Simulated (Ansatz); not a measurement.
Harmonic frequencies (cm⁻¹) at PBE0-D4/def2-TZVP from Ansatz: 26, 143, 214, 319, 429, 508, 594, 916, 964, 1066, 1241, 1244, 1402, 1412, 1484, 1492, 2974, 3002, 3051, 3119, 3133.

Each molecule was computed in one conformer, which needn't be the lowest.

**Question.** Which molecule is it?
A. `CC[Si]Br`
B. `CC[Si]S`
C. `C=C[SiH2]Br`
D. `CO[Si]O`

**Answer.** A.
